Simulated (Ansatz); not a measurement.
Geometry optimisation, RKS PBE0-D4/def2-SVP (Ansatz).

The input (input.yaml):

```yaml
crystal:
  periodic: [false, false, false]
  atoms:
    - { symbol: W, position_ang: [0.0, 0.0, 0.0] }
    - { symbol: F, position_ang: [0.0, 0.0, 2.2] }
    - { symbol: H, position_ang: [1.72, 0.0, 0.0] }
    - { symbol: F, position_ang: [0.0, 1.85, 0.0] }
    - { symbol: F, position_ang: [-1.85, 0.0, 0.0] }
    - { symbol: F, position_ang: [0.0, -1.85, 0.0] }
    - { symbol: F, position_ang: [0.0, 0.0, -1.85] }
    - { symbol: O, position_ang: [1.4721, 1.5335, 0.7063] }
    - { symbol: H, position_ang: [2.2027, 1.0805, 1.2365] }
    - { symbol: H, position_ang: [0.8771, 0.9137, 1.8599] }
basis:
  gaussian: { orbitals: def2-SVP }
hamiltonian:
  xc: pbe0
  dispersion: d4
relax:
  f_tol: 0.15
  max_steps: 25
  restrain:
    - { distance: [0, 7], at: 1.94, k: 30.0 }
    - { distance: [9, 1], at: 0.92, k: 30.0 }
    - { distance: [0, 1], at: 3.05, k: 30.0 }
    - { distance: [9, 7], at: 2.21, k: 30.0 }
output:
  orbitals: {}
```

Run as:

```bash
$ ansatz run input.yaml --threads 4 --pin off --max-ram 5120MiB --backend cpu --events-out ev --progress --plain --runs-dir out
```

Q: Where does it end, and by what steps?

A: The run converged. The restraints hold the end off the free minimum. After 16 steps the energy has fallen by 6.464 eV (the restraints' own energy left out); F4 moved furthest, 1.28 Å. The start is strongly strained (largest force component 11 eV/Å), so its close contacts needn't be bonds. Parted: W1–F2 (2.20 → 3.05 Å). Joined: F2–H10 (1.31 → 0.93 Å).

```
step  energy less start (eV)  largest force component (eV/Å)  accepted
   0                  0.0000                          11.250       yes
   1                 -1.6708                           6.898       yes
   2                 -2.6362                           4.849       yes
   3                 -4.0335                           2.109       yes
   4                 -4.9605                           1.668       yes
   5                 -5.2864                           1.804       yes
   6                 -5.5539                           1.187       yes
   7                 -5.8192                           0.634       yes
   8                 -6.0436                           0.701       yes
   9                 -6.1639                           2.287       yes
  10                 -6.2967                           1.338       yes
  11                 -6.4257                           0.650       yes
  12                 -6.4513                           0.572       yes
  13                 -6.4517                           0.603       yes
  14                 -6.4559                           0.835       yes
  15                 -6.4626                           0.736       yes
  16                 -6.4645                           0.642       yes
```

```xyz
10
Properties=species:S:1:pos:R:3
W 0.128 0.315 -0.322
F 0.794 -0.310 2.590
H 1.639 -0.397 -0.111
F -0.452 1.850 -1.193
F -1.238 0.461 0.950
F -0.365 -1.465 -0.236
F 0.591 -0.118 -2.067
O 1.118 1.522 0.780
H 1.919 1.205 1.218
H 0.287 0.464 2.543
```

Run time: 54 s on 4 threads of Arm Neoverse V1 (shared host), peak memory 0.36 GiB.
